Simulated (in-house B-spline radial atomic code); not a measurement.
A fraction x of an electron is removed from 4f in the thulium ion Tm⁵⁺, starting from [Kr] 4d10 4f11 5s2 5p5 and keeping the highest spin. Method: scalar-relativistic (X2C) PBE, spin-polarised, spherical fractional occupations, Fermi nucleus of rms radius 5.2256 fm. Calculated with a radial B-spline atomic code at the basis-set limit.

```csv
x,E(x) - E(0) (eV),4f down level (eV)
0,0.0000,-72.433
0.07,5.1261,-74.029
0.24,?,?
0.37,?,?
0.4,30.8131,-81.686
0.5,39.0997,-84.048
0.59,46.7603,-86.191
0.63,50.2271,-87.148
0.83,68.1386,-91.980
0.88,72.7681,-93.200
1,84.1285,-96.146
```

**Question.** What belongs in the row x = 0.24?

**Answer.** An energy change of 18.0432 eV; 4f down at -77.946 eV.

**Question.** What belongs in the row x = 0.37?

**Answer.** An energy change of 28.3731 eV; 4f down at -80.981 eV.

**Question.** Check Janak's theorem between x = 0.4 and 0.5.

**Answer.** The slope of the energy is 82.87 eV; the orbital levels give 82.87 eV (-ε of the emptying orbital, averaged over the two points).
